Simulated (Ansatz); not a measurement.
Species: VO, net charge 0, quartet state. The spin state was set by rule; other spins were not relaxed. SMILES: [V]=[O]
Geometry: optimised at B3LYP-D3(BJ)/def2-TZVP (Ansatz, a first-principles code).

Quantity: vertical ionisation energy (to the triplet state of charge +1; each state is the SCF solution reached for its spin; the UHF <S^2> is 2.68 for the triplet (pure: 2.00) and 4.22 for the quartet (pure: 3.75); for the triplet T1 is 0.127; for the quartet T1 is 0.095), in eV. Correlated levels leave the core frozen unless marked. UHF or UKS for open shells. No spin-orbit coupling. Frozen are the shells of the preceding noble gas and the d and f shells that filled before the atom's block. Non-relativistic. CBS marks a two-point X^-3 extrapolation of the correlation energy; Hartree-Fock from the larger set. The program attaches cautions to a run behind CCSD/def2-TZVPPD: large difference. The program attaches cautions to a run behind CCSD/def2-QZVPPD: large difference. The program attaches cautions to a run behind CCSD(T)/def2-SVPD: large difference. The program attaches cautions to a run behind CCSD(T)/def2-QZVPPD: large difference. The program attaches cautions to a run behind CCSD(T)/CBS(def2-TZVPPD,def2-QZVPPD): large difference.

| level | program | vertical ionisation energy (eV) |
|---|---|---|
| SVWN5/def2-TZVPD | Ansatz | 7.66 |
| B3LYP/def2-TZVPD | Ansatz | 7.52 |
| BHLYP/def2-TZVPD | Ansatz | 7.36 |
| CAM-B3LYP/def2-TZVPD | Ansatz | 7.45 |
| wB97M-V/def2-TZVPD | Ansatz | 7.19 |
| CCSD/def2-TZVPPD | Ansatz | 7.02 |
| CCSD/def2-QZVPPD | Ansatz | 7.05 |
| CCSD(T)/def2-SVPD | Ansatz | 6.84 |
| CCSD(T)/def2-QZVPPD | Ansatz | 7.05 |
| CCSD(T)/CBS(def2-TZVPPD,def2-QZVPPD) | Ansatz | 7.08 |
